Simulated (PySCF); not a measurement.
Atoms are numbered as in `[CH3:1]/[CH:2]=[C:3](\[CH3:4])[SiH2:5][NH2:6]`; H(Xn) means a hydrogen on atom n.

Method: PBE0/pcSseg-1 with gauge-including orbitals, structure optimised with GFN2-xTB, in PySCF (fast rotation and ring inversion assumed for equivalent nuclei, in vacuum, no relativistic terms, one computed conformer).

List the cross peaks expected in HSQC, COSY and HMBC spectra.

Results:



HSQC (one-bond C–H):
```tsv
δH	δC
6.39 (H(C2))	149.3 (C2)
2.07 (H(C4))	15.2 (C4)
1.89 (H(C1))	18.0 (C1)
```

COSY cross peaks (H two or three bonds apart, from the bond graph; peaks can be absent where the dihedral angle is near 90°):
```tsv
δH	δH
6.39 (H(C2))	1.89 (H(C1))
```

HMBC (two and three bonds, from the bond graph):
```tsv
δH	δC
6.39 (H(C2))	140.3 (C3), 18.0 (C1), 15.2 (C4)
4.97 (H(Si5))	149.3 (C2), 140.3 (C3), 15.2 (C4)
2.07 (H(C4))	149.3 (C2), 140.3 (C3)
1.89 (H(C1))	149.3 (C2), 140.3 (C3)
```

Chemical shifts δ = σref − σ; 1H (31.72 ppm) and 13C (186.93 ppm) vs TMS, all at this level.

Short H···H contacts in this conformer between protons four or more bonds apart (candidates for NOE cross peaks, intensity ∝ r⁻⁶): H(C1)···H(C4) 2.32 Å, H(C2)···H(Si5) 2.62 Å.

The OH or NH signal is concentration- and solvent-dependent in practice; the value given is the gas-phase one. Shifts are as computed. Against solution values, carbons near 30 ppm lie about +3 ppm off and those near 130 ppm about +5 ppm. Of 1211 compounds with measured shifts, 218 miss one by over three times the rms of a fit or turn the order of signals round; such compounds aren't used in these exercises.
